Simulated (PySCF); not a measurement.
Relaxation of quartet MnCl₄

Level of theory: PySCF, UPBE, basis Mn def2-SVP, Cl def2-SVP (no relativity, density fitting). A (50,194) grid was used.

A hand-made see-saw start, of C2v symmetry, held to at least that symmetry:

```xyz
5
charge 0 multiplicity 4, angstrom
Mn    0.0000    0.0000   -0.5500
Cl    0.0000    2.1717   -0.3600
Cl    0.0000   -2.1717   -0.3600
Cl    1.7179    0.0000    0.7921
Cl   -1.7179    0.0000    0.7921
```

Question: What forces act on the atoms at the start (eV/Å)?

Answer: 
| atom | Fx | Fy | Fz |
| --- | --- | --- | --- |
| Mn1 | 0.00 | 0.00 | 2.39 |
| Cl2 | 0.00 | 0.31 | -1.03 |
| Cl3 | 0.00 | -0.31 | -1.03 |
| Cl4 | 0.10 | 0.00 | -0.17 |
| Cl5 | -0.10 | 0.00 | -0.17 |

Question: What does it relax to?

Answer: It ends at C2v with Mn–Cl 2.111 Å (×2), Mn–Cl 2.145 Å (×2); Cl–Mn–Cl 104.7° (×4), Cl–Mn–Cl 107.0°, Cl–Mn–Cl 129.3° (after a last refinement on a finer grid). A frequency run shows 1 imaginary mode, down to 84i cm⁻¹, so it is a saddle point.

Question: How much energy is released, and in how many steps?

Answer: 119.2 kJ/mol in 10 steps.

Open d and f shells are described by one determinant, and the ground state may have another occupation or spin.

The relaxation took about 80 core-seconds on a shared host.
